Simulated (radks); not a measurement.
The numbers below are computed, except where a source is named.
The nuclear charge of the helium ion He+ is varied continuously with 1 electrons held in 1s1. Code: a radial shooting solver on a logarithmic mesh with Libxc functionals. Model: scalar-relativistic Kohn-Sham, PBE, spin-polarised, spherical densities, finite nucleus; open shells are filled with parallel spins first; Gaussian nuclear charge, rms radius 1.6755 fm. By the Hellmann-Feynman theorem dE/dZ = E(electron-nucleus)/Z, the electronic potential at the nucleus (averaged over a nucleus of fixed radius). The scalar-relativistic energy here is not variational (the density holds large components alone), so the two differ by a part that grows with Z.

| Z | E (hartree) | E(electron-nucleus)/Z (hartree) | HOMO | e(HOMO) (eV) | <r> HOMO (bohr) |
|---|---|---|---|---|---|
| 1 | -0.50000 | -0.994190 | 1s | -7.595 | 1.542 |
| 1.1 | -0.60441 | -1.09407 | 1s | -9.816 | 1.398 |
| 1.2 | -0.71881 | -1.19398 | 1s | -12.310 | 1.279 |
| 1.3 | -0.84321 | -1.29392 | 1s | -15.075 | 1.179 |
| 1.4 | -0.97760 | -1.39387 | 1s | -18.111 | 1.093 |
| 1.5 | -1.12198 | -1.49383 | 1s | -21.420 | 1.019 |
| 1.6 | -1.27636 | -1.59381 | 1s | -25.000 | 0.9539 |
| 1.7 | -1.44074 | -1.69379 | 1s | -28.852 | 0.8969 |
| 1.8 | -1.61512 | -1.79379 | 1s | -32.976 | 0.8463 |
| 1.9 | -1.79950 | -1.89379 | 1s | -37.372 | 0.8011 |
| 2 | -1.99388 | -1.99380 | 1s | -42.041 | 0.7605 |
| 2.1 | -2.19826 | -2.09381 | 1s | -46.981 | 0.7238 |
| 2.2 | -2.41265 | -2.19384 | 1s | -52.193 | 0.6905 |
| 2.3 | -2.63703 | -2.29386 | 1s | -57.677 | 0.6601 |
| 2.4 | -2.87142 | -2.39390 | 1s | -63.434 | 0.6323 |
| 2.5 | -3.11581 | -2.49393 | 1s | -69.463 | 0.6067 |
| 2.6 | -3.37021 | -2.59398 | 1s | -75.763 | 0.5831 |
| 2.7 | -3.63461 | -2.69403 | 1s | -82.336 | 0.5613 |
| 2.8 | -3.90901 | -2.79408 | 1s | -89.182 | 0.5411 |
| 2.9 | -4.19342 | -2.89414 | 1s | -96.299 | 0.5222 |
| 3 | -4.48784 | -2.99420 | 1s | -103.69 | 0.5047 |

The central difference of E at Z = 2 is -1.994 hartree, to compare with the third column; the second derivative is -1 hartree.
